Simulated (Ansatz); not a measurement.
Consider the cleavage of the Si–Al bond: `FC[SiH](F)[AlH2]` + H–F → `FC[SiH](F)F` + `[AlH3]`.

Isolated molecules relaxed with PBE0-D4/def2-TZVP in Ansatz; ΔE leaves out vibrations. CBS: MP2 limit from def2 TZ/QZ plus the TZ coupled-cluster correction, frozen cores. This one scheme is used for every species. DFT in def2-TZVPP. HSE06 is defined as in plane-wave codes. One conformer a species, not always the lowest.

| level | ΔE (kcal/mol) | difference from CCSD(T)/CBS |
| --- | --- | --- |
| PBE-D4 | -32.9 | 5.5 |
| PBE0-D4 | -34.7 | 3.7 |
| B2PLYP | -40.9 | -2.5 |
| PBE | -33.6 | 4.8 |
| revPBE | -33.3 | 5.1 |
| r2SCAN | -39.2 | -0.8 |
| HSE06 | -35.3 | 3.1 |
| CAM-B3LYP | -42.2 | -3.8 |
| RPA@PBE/def2-TZVPP | -39.2 | -0.8 |
| CCSD(T)/def2-SVP | -39.2 | -0.8 |
| SCS-MP2/def2-TZVPP | -41.7 | -3.3 |
| CCSD/def2-TZVPP | -39.9 | -1.5 |
| HF/def2-QZVPP | -46.6 | -8.2 |
| MP2/def2-QZVPP | -40.4 | -2.0 |
| HF/CBS(def2) | -46.6 | -8.2 |
| MP2/CBS(def2) | -40.0 | -1.6 |
| CCSD(T)/CBS | -38.4 | 0 |

Largest T1 diagnostic among the species: 0.012.

At CCSD(T), def2-SVP lies −0.8 kcal/mol from the extrapolated value and def2-TZVPP −0.6 kcal/mol. From PBE to PBE0 (25 % exact exchange), in def2-TZVPP and without D4, ΔE moves by −1.8 kcal/mol.
